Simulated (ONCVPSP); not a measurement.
**Before and after: ONCV potential for Lu (Z = 71)**

* Element: Lu (Z = 71)
* Generator: ONCVPSP 4.0.1
* Type: optimised norm-conserving Vanderbilt (ONCV)
* Functional: PBE
* Relativity: scalar-relativistic
* Frozen core: [Kr] 4d10
* Valence charge: 25
* Reference configuration: 4f14 5s2 5p6 5d1 6s1.75 6p0.25
* Partial waves: 5s+6s: rc 2.05 bohr, ncon 3, nbas 7, qcut 7.2 1/bohr, 2 projectors; 5p+6p: rc 2.10 bohr, ncon 4, nbas 7, qcut 5.7 1/bohr, 3 projectors, debl 1.1 Ha; 5d: rc 2.40 bohr, ncon 4, nbas 8, qcut 4.5 1/bohr, 2 projectors, debl 3.7 Ha; 4f: rc 0.75 bohr, ncon 4, nbas 8, qcut 23.3 1/bohr, 3 projectors, debl 3.1 Ha
* Local potential: polynomial inside 0.55 bohr (lpopt 1, dvloc0 0 Ha)
* Core correction: Teter function, fcfact 5.25, rcfact 1.3

All-electron outer shells of the reference configuration (PBE, scalar-relativistic, ld1.x):

```
shell  level (eV)  outermost node (bohr)  outermost maximum (bohr)
   4p     -358.55                   0.25                      0.47
   4d     -192.29                   0.23                      0.48
   5s      -61.44                   0.57                      1.04
   5p      -32.04                   0.61                      1.19
   4f      -10.00                      –                      0.47
   6s       -4.88                   1.41                      3.04
   5d       -2.03                   0.68                      1.84
   6p       -1.52                   1.73                      4.26
```

Change: d: qcut 5.9.

Cutoffs: the cutoffs (Ha) at which the residual kinetic energy of the hardest occupied pseudo-wave falls to 1 and 0.1 mHa per electron; they do not see the model core or the augmentation charge, which bear on the density cutoff. Errors are all-electron minus pseudo energies relative to the spin-unpolarised reference configuration.

Task: How do hardness, ghosts and transferability respond?

Result: The potential gets neither clearly harder nor softer (226 Ha and 247 Ha → 226 Ha and 247 Ha); the bound ghosts move from d, p, s to p, s; the errors of the 3 common tests hardly move.

| quantity | base | changed |
| --- | --- | --- |
| cutoff, loose | 226 Ha | 226 Ha |
| cutoff, tight | 247 Ha | 247 Ha |
| loose cutoff by channel | s 15 Ha, p 9.5 Ha, d 8.9 Ha, f 226 Ha | s 15 Ha, p 9.5 Ha, d 11 Ha, f 226 Ha |
| bound ghosts | s, p, d | s, p |
| GHOST(+) flags under 300 eV | s at 146.4 eV | d at 144.4 eV, s at 146.4 eV |
| tests with a reliable result | 3 of 4 | 3 of 4 |
| error for 4f14 5s2 5p6 5d1 6s2 6p0, meV [ΔE -0.83 eV] | +0.2 | +0.2 |
| error for 4f14 5s2 5p6 5d1 6s1 6p0, meV [ΔE 6.53 eV] | -1.7 | -1.8 |
| error for 4f14 5s2 5p6 5d1 6s0 6p0, meV [ΔE 19.81 eV] | -6.3 | -6.4 |
| s: phases at 2.08 bohr within 0.05 rad from the reference energy up to (Ha; the scan ends near 5) | 4.3 | 4.3 |
| p: phases at 2.14 bohr within 0.05 rad from the reference energy up to (Ha; the scan ends near 5) | to the end of the scan | to the end of the scan |
| d: phases at 2.44 bohr within 0.05 rad from the reference energy up to (Ha; the scan ends near 5) | to the end of the scan | to the end of the scan |
| f: phases at 0.76 bohr within 0.05 rad from the reference energy up to (Ha; the scan ends near 5) | to the end of the scan | to the end of the scan |
| rms error of d²Exc/dni dnj with the model core, mHa | 1.60 | 1.60 |

 A true bound ghost makes a file unfit for plane-wave use even where its test errors are small: the radial tests pick states by their node count and pass the ghost by.
